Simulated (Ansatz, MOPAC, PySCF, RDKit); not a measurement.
Dimer: ethylamine (SMILES CCN) (first 10 atoms) with NH3 (SMILES N); geometry from B3LYP-D3(BJ)/def2-TZVP, rigid monomers moved along the line of their centres of mass till N3···H14 is 2.52 Å.
(charge 0, multiplicity 1):
```xyz
14

C      1.3411     0.2681     0.3568
C     -0.1120     0.6768     0.1757
N     -1.0094    -0.3729     0.6788
H      2.0087     1.0483    -0.0130
H      1.5587     0.0941     1.4108
H      1.5605    -0.6468    -0.2013
H     -0.2981     0.9239    -0.8788
H     -0.3093     1.5816     0.7555
H     -1.9799    -0.1173     0.5373
H     -0.8553    -1.2390     0.1737
N      0.0076    -0.2140     4.0265
H      0.2795    -1.1060     4.4243
H     -0.6818     0.1905     4.6500
H     -0.4503    -0.4022     3.1341
```

Monomers are frozen at their geometry in the pair; levels with a basis set take the counterpoise correction. Rows marked so take none. RDKit's UFF carries no charges.

Correlated levels freeze the cores. Rows in 6-31G*, STO-3G carry no dispersion term and start afresh at each structure (6-31G* with six Cartesian d functions). The state that PM3 reach isn't checked.

Codes used: Ansatz (an electronic-structure program) with Gaussian orbitals; MOPAC for PM3 (differences of heats of formation); PySCF for 6-31G* rows, STO-3G rows; RDKit for the force fields. 

```
level                            interaction energy (kcal/mol)
-------------------------------  -----------------------------
UFF                                                      -0.24
PM3                                                      -0.29
HF/STO-3G (no counterpoise)                              -2.22
B3LYP/6-31G*                                             -2.87
B3LYP/6-31G* (no counterpoise)                           -4.39
M06-2X/6-31G* (no counterpoise)                          -5.06
wB97X-V/def2-TZVPPD                                      -3.66
CCSD/aug-cc-pVDZ                                         -3.10
CCSD(T)/aug-cc-pVDZ                                        [?]
```

### Question
What belongs in the gaps?

### Answer

- CCSD(T)/aug-cc-pVDZ, interaction energy (kcal/mol): -3.35
